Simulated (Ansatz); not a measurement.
Ansatz (a first-principles code) input file for Br₂Mg, SMILES [Br][Mg-][Br], charge -1, multiplicity 2, PBE-D3(BJ)/def2-SVPD. 

Ansatz 0.2 input:
```yaml
crystal:
  periodic: [false, false, false]
  atoms:
    - {symbol: Mg, position_ang: [0.00000000, 0.00000000, -1.09699284]}
    - {symbol: Br, position_ang: [0.00000000, 2.18681073, 0.18805592]}
    - {symbol: Br, position_ang: [0.00000000, -2.18681074, 0.18805592]}
basis:
  gaussian:
    orbitals: def2-SVPD
hamiltonian:
  xc: pbe
  dispersion: d3bj
total_charge: -1
magnetization: {spin_polarized: true, initial_magnetization: 1}
relax: {f_tol: 0.002, max_steps: 200}
```

Output:

```
WARN ansatz: RAYON_NUM_THREADS=1 ignored (pool sized by the plan → 1); use --threads N
Functional definition: PBE
integrals: 0.05 GiB planned
1086 factors; their error is unknown
mean field: 0.35 GiB planned
mean field evaluation 1: about -145498.8392 eV, gradient 1.5e1 eV
mean field evaluation 2: about -145498.7927 eV, gradient 1.5e1 eV
mean field evaluation 4: about -145499.3986 eV, gradient 2.2e-1 eV
mean field evaluation 8: about -145499.3441 eV, gradient 3.4e-2 eV
mean field -145499.34406420 eV, -5347.0022713619 hartree, gradient 4.0e-5 eV, S^2 0.750850; 0 other end points of the search recorded, 0 dependent functions left out
the calculation of the forces begins
reference -145499.34410323 eV, -5347.0022727962 hartree; 42, 41 occupied and 61, 62 virtual orbitals, 1086 factors
relax step   1: F+E_penalty+E_count = -145499.41483938 eV  Δ(F+E_penalty+E_count) = +0.000e0 eV  max|allowed force component| = 2.162e-2 eV/Å  Δτ_max = 0.0000 Å  (27 SCF iters, accepted)
these checks for a lower state are left out or cut short: starts, cluster_reference, orbital_swaps, neighbouring_geometries, increment
integrals: 0.05 GiB planned
1086 factors; their error is unknown
mean field: 0.35 GiB planned
mean field evaluation 16: about -145499.3995 eV, gradient 7.1e-1 eV
mean field -145499.34472837 eV, -5347.0022957697 hartree, gradient 4.2e-5 eV, S^2 0.750855; 0 other end points of the search recorded, 0 dependent functions left out
the calculation of the forces begins
reference -145499.34476743 eV, -5347.0022972048 hartree; 42, 41 occupied and 61, 62 virtual orbitals, 1086 factors
relax step   2: F+E_penalty+E_count = -145499.41519710 eV  Δ(F+E_penalty+E_count) = -3.577e-4 eV  max|allowed force component| = 6.535e-3 eV/Å  Δτ_max = 0.0120 Å  (26 SCF iters, accepted)
these checks for a lower state are left out or cut short: starts, cluster_reference, orbital_swaps, neighbouring_geometries, increment
integrals: 0.05 GiB planned
1086 factors; their error is unknown
mean field: 0.35 GiB planned
mean field -145499.34496517 eV, -5347.0023044719 hartree, gradient 4.2e-5 eV, S^2 0.750858; 0 other end points of the search recorded, 0 dependent functions left out
the calculation of the forces begins
reference -145499.34500424 eV, -5347.0023059075 hartree; 42, 41 occupied and 61, 62 virtual orbitals, 1086 factors
relax step   3: F+E_penalty+E_count = -145499.41525689 eV  Δ(F+E_penalty+E_count) = -5.979e-5 eV  max|allowed force component| = 1.094e-4 eV/Å  Δτ_max = 0.0072 Å  (26 SCF iters, accepted)
integrals: 0.05 GiB planned
1086 factors; their error is unknown
mean field: 0.35 GiB planned
mean field evaluation 32: about -145499.3903 eV, gradient 1.2e0 eV
mean field -145499.34496517 eV, -5347.0023044719 hartree, gradient 4.2e-5 eV, S^2 0.750858; 1 other end points of the search recorded, 0 dependent functions left out
the calculation of the forces begins
reference -145499.34500424 eV, -5347.0023059075 hartree; 42, 41 occupied and 61, 62 virtual orbitals, 1086 factors
Total energy: -145499.41529595 eV, -5347.0048890804 hartree
Atom 0 at     0.000000    -0.000000    -1.081451 Å, force     0.000000    -0.000000    -0.000039 eV/Å
Atom 1 at    -0.000000     2.204421     0.180285 Å, force    -0.000000     0.000109     0.000020 eV/Å
Atom 2 at     0.000000    -2.204421     0.180285 Å, force    -0.000000    -0.000109     0.000020 eV/Å
Dipole moment:    -0.000000    -0.000000     0.209626 e Å
```

Self-consistency was reached.

Cost: roughly 10 core-seconds.
